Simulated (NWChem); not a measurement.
Species: ZrCl2F2; SMILES [F][Zr]([F])([Cl])[Cl]

```xyz
5

Zr     0.0000     0.0000     0.2776
F      0.0000     1.5298     1.3781
F      0.0000    -1.5298     1.3781
Cl     1.9181     0.0000    -1.0562
Cl    -1.9181     0.0000    -1.0562
```
Atoms are numbered in this order, from 1.

All runs use the structure optimised with PBE0/def2-SVP. No frequency run checked for a minimum. def2 effective core potentials on Zr; no spin-orbit coupling.

Symmetry labels are those of C2v in the frame above (b1 and b2, or b-type labels, depend on it).

Problem. List the 4 lowest vertical singlet excitations from CAM-B3LYP/def2-SVPD with def2 effective core potentials on Zr, TDA (NWChem).

Solution. 
| state | energy (eV) | oscillator strength | symmetry | leading excitation (squared amplitude) |
|---|---|---|---|---|
| S1 | 6.39 | 0.001 | b2 | HOMO → LUMO+1 (0.76) |
| S2 | 6.44 | 0.021 | b1 | HOMO → LUMO (0.67) |
| S3 | 6.45 | 0.000 | a2 | HOMO−2 → LUMO (0.96) |
| S4 | 6.49 | 0.002 | b2 | HOMO−1 → LUMO (0.76) |
